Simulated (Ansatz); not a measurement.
`C[O][In]([OH])[O]C`, relaxed with RKS PBE-D4/def2-SVP in Ansatz from a rough embedded geometry. The force threshold is 0.03 eV/Å; the program also tests the step.

Charge 0, multiplicity 1. In: def2 effective core potential.

Start:

```xyz
13

C    -1.299   -0.498    1.432
O    -0.330   -1.407    1.176
In    1.141   -1.016   -0.079
O    -0.296   -1.788   -1.744
O     1.745    0.261    0.057
C     1.232    1.303   -0.748
H    -0.859    0.432    1.907
H    -1.901   -0.184    0.539
H    -2.011   -0.880    2.213
H    -0.748   -0.948   -1.893
H     1.394    1.032   -1.813
H     1.782    2.257   -0.564
H     0.150    1.434   -0.483
```

By how much does the energy fall, and how many steps does the optimiser take? (Best estimate.)

The calculation gave: 1120.45 kJ/mol, in 27 steps, 3 of them rejected.

Which bonds change most? (Best estimate.)

Ansatz gave: In3–O5 from 1.419 to 2.024 Å; In3–O4 from 2.331 to 2.021 Å; C1–O2 from 1.353 to 1.414 Å; O2–In3 from 1.972 to 2.025 Å.

Give the relaxed structure. (An estimate is asked.)

Ansatz gave: 
```xyz
13

C    -1.578   -0.807    2.085
O    -1.288   -1.467    0.868
In   -0.094   -0.618   -0.528
O     0.187   -1.598   -2.273
O     0.842    1.128   -0.115
C     1.645    1.768   -1.088
H    -0.673   -0.485    2.653
H    -2.226    0.094    1.957
H    -2.135   -1.518    2.736
H    -0.341   -2.421   -2.237
H     2.413    1.104   -1.553
H     2.194    2.597   -0.586
H     1.054    2.223   -1.918
```
